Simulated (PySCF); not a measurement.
C2H4N3, SMILES c1nc[nH+][nH]1, charge +1.

Geometry: PBE0-D3(BJ)/def2-SVP. The isomer is the one that the SMILES or the coordinates give; other isomers of the formula were not compared.

Method: PySCF with PBE/def2-TZVP.

Symmetry labels are those of the subgroup C2v that the program uses (full group C2v).

Computed valence orbital energies around the gap with their symmetry:
```json
[
 {"orbital": "HOMO−7", "symmetry": "A1", "energy (eV)": "-22.12"},
 {"orbital": "HOMO−6", "symmetry": "B2", "energy (eV)": "-18.94"},
 {"orbital": "HOMO−5", "symmetry": "B1", "energy (eV)": "-18.44"},
 {"orbital": "HOMO−4", "symmetry": "A1", "energy (eV)": "-18.07"},
 {"orbital": "HOMO−3", "symmetry": "B2", "energy (eV)": "-16.73"},
 {"orbital": "HOMO−2", "symmetry": "B1", "energy (eV)": "-14.00"},
 {"orbital": "HOMO−1", "symmetry": "A2", "energy (eV)": "-13.65"},
 {"orbital": "HOMO", "symmetry": "A1", "energy (eV)": "-12.72"},
 {"orbital": "LUMO", "symmetry": "A2", "energy (eV)": "-7.80"},
 {"orbital": "LUMO+1", "symmetry": "B1", "energy (eV)": "-6.05"},
 {"orbital": "LUMO+2", "symmetry": "A1", "energy (eV)": "-5.40"},
 {"orbital": "LUMO+3", "symmetry": "B2", "energy (eV)": "-4.70"}
]
```
